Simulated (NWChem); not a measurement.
Molecule: BeICl; SMILES [Cl][Be][I]

```xyz
3

Be     0.7416     0.3673    -0.7839
Cl     1.9215     0.9521    -2.0315
I     -0.6657    -0.3295     0.7034
```
Atoms are numbered in this order, from 1.

Level: PBE0/def2-SVP with def2 effective core potentials on I (NWChem), optimised geometry, unscaled harmonic frequencies. def2 effective core potentials on I; no spin-orbit coupling.

| frequency (cm⁻¹) | IR intensity (km/mol) |
|---|---|
| 200 | 21.7 |
| 272 | 0.4 |
| 1043 | 387.9 |

- zero-point energy: 2.2 kcal/mol
- thermal correction to the enthalpy at 298.15 K (with zero-point energy): 5.2 kcal/mol
- heat capacity Cv: 9.9 cal/(mol K)
- entropy at 298.15 K and 1 atm (symmetry number 1): 55.0 cal/(mol K)

Rigid rotor and harmonic oscillator.
